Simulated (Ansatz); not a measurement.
Reaction (formal exchange of groups at the Si–S bond): `O[SiH2][SiH](O)S` + SiH₄ → `O[SiH2][SiH](O)[SiH3]` + H₂S

Program: Ansatz. Geometries: PBE0-D4/def2-TZVP. ΔE: electronic, gas phase. CBS: MP2 limit from def2 TZ/QZ plus the TZ coupled-cluster correction, frozen cores. This one scheme is used for every species. DFT in def2-TZVPP. One conformer a species, not always the lowest.

| level | ΔE (kcal/mol) | difference from CCSD(T)/CBS |
| --- | --- | --- |
| PBE-D4 | 16.0 | -2.0 |
| PBE0-D4 | 16.5 | -1.5 |
| PBE | 15.9 | -2.1 |
| HF/def2-TZVPP | 20.0 | 2.0 |
| MP2/def2-TZVPP | 20.1 | 2.1 |
| SCS-MP2/def2-TZVPP | 19.8 | 1.8 |
| CCSD/def2-TZVPP | 17.7 | -0.3 |
| CCSD(T)/def2-TZVPP | 17.8 | -0.2 |
| SCS-MP2/def2-QZVPP | 19.9 | 1.9 |
| CCSD/CBS(def2) | 17.9 | -0.1 |
| CCSD(T)/CBS | 18.0 | 0 |

Largest T1 diagnostic among the species: 0.013.
